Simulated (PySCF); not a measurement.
C5H5F3GeS.
Atom-mapped SMILES: `[F:1][C:2]([F:3])([F:4])[GeH2:5][c:6]1[cH:7][cH:8][cH:9][s:10]1` (hydrogens: H11, H12 on Ge5; H13 on C7; H14 on C8; H15 on C9)

Cartesian coordinates in Å at the PBE0-D3(BJ)/def2-SVP level; atoms count from 1:
```
atom  x, y, z in Å
F1     3.8865    0.2094   -0.2141
C2     2.5900    0.4715   -0.4360
F3     2.4040    1.7790   -0.2135
F4     2.3570    0.2512   -1.7359
Ge5    1.4106   -0.6452    0.7283
C6    -0.4241   -0.1694    0.4032
C7    -1.3155   -0.8001   -0.4399
C8    -2.5887   -0.1713   -0.4817
C9    -2.6506    0.9321    0.3312
S10   -1.1663    1.2012    1.1411
H11    1.8244   -0.3512    2.1757
H12    1.6427   -2.1094    0.3379
H13   -1.0620   -1.6935   -1.0138
H14   -3.4270   -0.5206   -1.0860
H15   -3.4970    1.5981    0.4966
```

Computed, not measured: PBE0-D3(BJ)/def2-SVP geometry optimisation, gas phase in PySCF.

Take the most abundant isotopes and a rigid rotor. The values belong to one conformer with, in the numbering `[F:1][C:2]([F:3])([F:4])[GeH2:5][c:6]1[cH:7][cH:8][cH:9][s:10]1`, C2–Ge5–C6–C7 96°.

**Question.** Give the principal moments of inertia and the rotational constants in MHz.

**Answer.** Ia = 300.97, Ib = 1007.22, Ic = 1042.54 u·Å²; 505379 MHz·u·Å²/I gives A = 1679, B = 501.8, C = 484.8 MHz.

**Question.** Classify the top.

**Answer.** A near-prolate asymmetric top. Ray's parameter κ = (2B − A − C)/(A − C) = -0.972; −1 is the prolate and +1 the oblate limit.

**Question.** Is it planar, by Δ = Ic − Ia − Ib?

**Answer.** Not planar: Δ = Ic − Ia − Ib = -265.65 u·Å². For a rigid frame Δ = −2 Σ m c², so Σ m c² = 132.83 u·Å² lies off the ab plane: 11.62 from hydrogen and 121.21 from heavier atoms. The atom farthest from that plane is 2.00 Å away.

**Question.** Give the other two planar moments, Paa and Pbb, and the rms extents of the mass along the axes.

**Answer.** Paa = Σ m a² = (Ib + Ic − Ia)/2 = 874.40 and Pbb = Σ m b² = (Ia + Ic − Ib)/2 = 168.14 u·Å². With the mass M = 227.93 u, the rms extents √(P/M) along a, b and c are 1.96, 0.86, 0.76 Å.

**Question.** Where do the levels up to J = 5 lie, in K?

**Answer.** Above 0(0,0), as E/k:
J = 1: 1(0,1) 0.047, 1(1,1) 0.104, 1(1,0) 0.105
J = 2: 2(0,2) 0.142, 2(1,2) 0.198, 2(1,1) 0.200, 2(2,1) 0.370, 2(2,0) 0.370
J = 3: 3(0,3) 0.284, 3(1,3) 0.339, 3(1,2) 0.343, 3(2,2) 0.512, 3(2,1) 0.512, 3(3,1) 0.796, 3(3,0) 0.796
J = 4: 4(0,4) 0.473, 4(1,4) 0.526, 4(1,3) 0.534, 4(2,3) 0.701, 4(2,2) 0.701, 4(3,2) 0.986, 4(3,1) 0.986, 4(4,1) 1.384, 4(4,0) 1.384
J = 5: 5(0,5) 0.710, 5(1,5) 0.761, 5(1,4) 0.773, 5(2,4) 0.938, 5(2,3) 0.938, 5(3,3) 1.222, 5(3,2) 1.222, 5(4,2) 1.621, 5(4,1) 1.621, 5(5,1) 2.133, 5(5,0) 2.133

**Question.** Which lines would a microwave search look for?

**Answer.** The dipole components are |μa| = 2.20 D, |μb| = 1.28 D, |μc| = 0.09 D. The squared components, which scale the intensities, stand as 1.00 : 0.34 : 0.00 (a : b : c). Some lines, for components of 0.1 D or more:

| type | branch | J(Ka,Kc) | MHz | lower level (cm⁻¹) |
| --- | --- | --- | --- | --- |
| b | R | 2(0,2) ← 1(1,1) | 795 | 0.072 |
| a | R | 1(0,1) ← 0(0,0) | 987 | 0.000 |
| b | Q | 3(1,2) ← 3(0,3) | 1238 | 0.197 |
| b | Q | 4(1,3) ← 4(0,4) | 1273 | 0.329 |
| a | R | 2(1,2) ← 1(1,1) | 1956 | 0.072 |
| a | R | 2(1,1) ← 1(1,0) | 1990 | 0.073 |
| a | R | 3(2,1) ← 2(2,0) | 2960 | 0.257 |
| b | Q | 2(2,1) ← 2(1,2) | 3583 | 0.137 |
| a | R | 4(2,3) ← 3(2,2) | 3946 | 0.356 |
| a | R | 4(3,2) ← 3(3,1) | 3946 | 0.553 |
| a | R | 4(3,1) ← 3(3,0) | 3946 | 0.553 |
| a | R | 4(1,3) ← 3(1,2) | 3980 | 0.239 |
| b | Q | 3(3,1) ← 3(2,2) | 5930 | 0.356 |
| b | Q | 4(3,2) ← 4(2,3) | 5930 | 0.487 |
| b | R | 4(2,2) ← 3(1,3) | 7557 | 0.235 |
| b | Q | 4(4,0) ← 4(3,1) | 8301 | 0.685 |
| b | R | 4(3,1) ← 3(2,2) | 9876 | 0.356 |

**Question.** Estimate the classical rotational partition function at 50 K, 298.15 K and 500 K.

**Answer.** Point group C1, symmetry number σ = 1; q = (√π/σ)·√((kT/h)³/(ABC)), k/h = 20836.6 MHz/K: 93300 at 50 K, 1360000 at 298.15 K, 2950000 at 500 K.

No frequency check. No vibrational averaging or centrifugal distortion is included, and the geometry carries the error of its method.
